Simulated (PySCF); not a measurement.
Can point charges reproduce the dipole moment of `C=C/C(=C/C(=O)F)OC`?

Coordinates (GFN2-xTB, Å) and charges (e) from the PBE0/pcSseg-1 density (PySCF):

```csv
atom,x,y,z,Mulliken,IAO,Hirshfeld,ESP-fitted
C1,2.117,-0.376,-1.751,-0.0651,-0.2711,-0.0715,-0.2560
C2,0.986,-0.902,-1.295,-0.2668,-0.1578,-0.0521,-0.3686
C3,0.172,-0.292,-0.240,+0.3452,+0.2691,+0.1169,+0.5427
C4,-1.013,-0.891,0.076,-0.3406,-0.3443,-0.1153,-0.7036
C5,-1.911,-0.674,1.172,+0.6019,+0.5864,+0.2115,+0.8246
O6,-1.786,-0.157,2.239,-0.3793,-0.4193,-0.2275,-0.5108
F7,-3.118,-1.290,0.902,-0.2995,-0.3096,-0.1164,-0.2846
O8,0.712,0.821,0.245,-0.4684,-0.2925,-0.0662,-0.1819
C9,-0.028,1.721,1.045,-0.0505,-0.2152,-0.0332,-0.2805
H10,2.497,0.554,-1.365,+0.1351,+0.1683,+0.0486,+0.1474
H11,2.694,-0.862,-2.519,+0.1302,+0.1645,+0.0590,+0.1748
H12,0.611,-1.836,-1.687,+0.1141,+0.1584,+0.0561,+0.2076
H13,-1.323,-1.705,-0.564,+0.1346,+0.1809,+0.0469,+0.2272
H14,0.586,2.618,1.116,+0.1308,+0.1638,+0.0567,+0.1422
H15,-0.220,1.321,2.042,+0.1599,+0.1732,+0.0414,+0.1784
H16,-0.984,1.960,0.573,+0.1184,+0.1453,+0.0453,+0.1412
```

**Question.** Form Σ q r in debye for every column and set it beside the full dipole.

**Answer.** The full density gives (2.74, 0.94, -2.62) D, 3.91 D in size; dipole vectors point from the negative to the positive end.

| scheme | μx | μy | μz | size (D) | share of the full size (%) | angle to the full dipole (°) |
| --- | --- | --- | --- | --- | --- | --- |
| Mulliken | 3.06 | 1.66 | -2.26 | 4.15 | 106 | 12 |
| IAO | 3.33 | 1.09 | -3.04 | 4.63 | 119 | 1 |
| Hirshfeld | 2.33 | 0.77 | -2.04 | 3.19 | 82 | 3 |
| ESP-fitted | 2.75 | 0.98 | -2.62 | 3.93 | 100 | 1 |

**Question.** Which set comes closest?

**Answer.** Length of the difference vector: ESP-fitted 0.04 D, IAO 0.74 D, Hirshfeld 0.74 D, Mulliken 0.87 D. Closest: ESP-fitted. The schemes that divide the density aren't constrained to reproduce the dipole.

**Question.** What is left for the Hirshfeld atoms' own dipoles?

**Answer.** The shares of the density sum to the whole, so what Σ q r misses lies in dipoles about the nuclei. The atomic dipoles sum to (2.74, 0.94, -2.62) − (2.33, 0.77, -2.04) = (0.41, 0.17, -0.58) D, 0.74 D in size.

**Question.** With the origin at the mean of the coordinates, (0.000, 0.001, -0.001) Å, which are the largest single terms, by size, of the Mulliken dipole along the direction of the full one?

**Answer.** C5 -6.62, O6 +5.09, F7 +4.46, H11 +2.11, H10 +1.82 D; all 16 atoms together +4.06 D. The single terms depend on the origin, their sum doesn't.

**Question.** Give the size of the full dipole in other units.

**Answer.** 3.91 D = 1.537 au = 0.813 e·Å = 13.03 × 10⁻³⁰ C·m.

Geometry: GFN2-xTB, one conformer, isolated molecule.

Shape of the structure used: `[CH2:1]=[CH:2]/[C:3](=[CH:4]/[C:5](=[O:6])[F:7])[O:8][CH3:9]`: C1–C2–C3–C4 176°, C3–C4–C5–O6 -19°, C2–C3–O8–C9 166°.
